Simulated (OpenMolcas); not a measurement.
Re⁺: from CASSCF to CASPT2

```
Program             : OpenMolcas
Basis               : ANO-RCC-VTZP [8s7p5d3f2g1h]
Scalar Hamiltonian  : DKH2, point nucleus
Active space        : 6 electrons in 6 orbitals (5d 6s)
State averaging     : 2S+1 = 7 even, 1 root; 2S+1 = 5 even, 35 roots; 2S+1 = 3 even, 55 roots; 2S+1 = 1 even, 10 roots
Spin-orbit coupling : state interaction with AMFI integrals over the reference wave functions, term energies averaged over their components
```

Methods on the same reference wave functions:
A. CASSCF
B. SS-CASPT2, IPEA 0.25 Eh, imaginary shift 0.1 Eh (closed shells correlated: 5s 5p)
C. MS-CASPT2, IPEA 0.25 Eh, imaginary shift 0.1 Eh (closed shells correlated: 5s 5p)

Energies in cm⁻¹ above 5d⁵ 6s ⁷S₃, the measured ground level; measured values from NIST Handbook of Basic Atomic Spectroscopic Data.

```json
{"Level": "5d⁵ 6s ⁷S₃", "A": "0.0", "B": "0.0", "C": "0.0", "Measured": "0.0"}
{"Level": "5d⁵ 6s ⁵D₂ [57 %]", "A": "21705", "B": "16210", "C": "16100", "Measured": ""}
{"Level": "5d⁵ 6s ⁵D₃", "A": "22090", "B": "16870", "C": "16890", "Measured": ""}
{"Level": "5d⁵ 6s ⁵D₄", "A": "22165", "B": "16790", "C": "16640", "Measured": ""}
{"Level": "5d⁵ 6s ⁵D₁", "A": "22836", "B": "17430", "C": "16840", "Measured": ""}
{"Level": "5d⁵ 6s ⁵D₀", "A": "23097", "B": "17570", "C": "16750", "Measured": ""}
{"Level": "5d⁵ 6s ⁵G₂ [72 %]", "A": "25325", "B": "21310", "C": "21260", "Measured": ""}
{"Level": "5d⁵ 6s ⁵G₃ [71 %]", "A": "25872", "B": "21820", "C": "21700", "Measured": "19140"}
{"Level": "5d⁵ 6s ⁵G₄", "A": "26472", "B": "22610", "C": "22580", "Measured": "20463"}
{"Level": "5d⁵ 6s ⁵G₅", "A": "27051", "B": "23400", "C": "23400", "Measured": "20976"}
{"Level": "5d⁵ 6s ⁵G₆", "A": "27373", "B": "23800", "C": "23800", "Measured": "20782"}
{"Level": "5d⁵ 6s ¹S₀ [67 %]", "A": "32475", "B": "26280", "C": "26150", "Measured": ""}
{"Level": "5d⁵ 6s ³G₅", "A": "35536", "B": "29310", "C": "29310", "Measured": ""}
```

Deviations, from unrounded energies. A percentage is the sum of absolute deviations over the sum of measured energies, with the sign that they share, or ± where signs differ.

```csv
Against measurement,Levels,A,B,C
mean absolute deviation (cm-1),4,6400,2600,2500
other terms of the ground configuration (%),4,+31.2,+12.6,+12.4
```

B, C lie about equally close to measurement and A furthest from it. The largest miss of C in the table is 5d⁵ 6s ⁵G₆, by +3000 cm-1. The ranking rests on the paired levels alone, and a cruder setting can come out closer through cancelling errors.

Between B and C the level of the table that moves most is 5d⁵ 6s ⁵D₀, by 830 cm-1 (lowest in C, highest in B). Moves below CASPT2's spread within the term are not significant.

The mean deviations of B to C differ by less than CASPT2's widest spread within a term (540 cm-1), so their order carries little weight.

From A to B the spin-free energies of the other terms of 5d⁵ 6s shown, above ⁷S, scale by factors of 0.75 to 0.86.

The lowest spin-free term lies below A's lowest term by 0.345 hartree in B, 0.345 hartree in C.

CASPT2 breaks the degeneracy within a term, and the mean is taken; among the terms shown or strongly mixed into the levels shown the widest spread is 540 cm-1 (5d⁵ 6s ⁵G, C). Without dynamic correlation excited terms often stand tens of per cent too high (terms of higher spin than the ground term too low), and those without a measured partner can miss by more than the paired ones (holds for A). Configurations are named by rounded mean occupations; where the s occupation lies near a half they are strongly mixed, a name can repeat and a true partner stay unpaired (holds for B; C). Computed and measured levels are paired by configuration, term and J; levels that our copy of the source lacks, or whose pairing is in doubt (as where it misses far off the trend of its configuration), stay unpaired and out of the deviations. Only configurations of the active space appear. Levels that lie high or do not pair safely by name in every column are left out.

A share in square brackets marks a mixed level and gives the weight of the term that names it, the lowest over the columns.
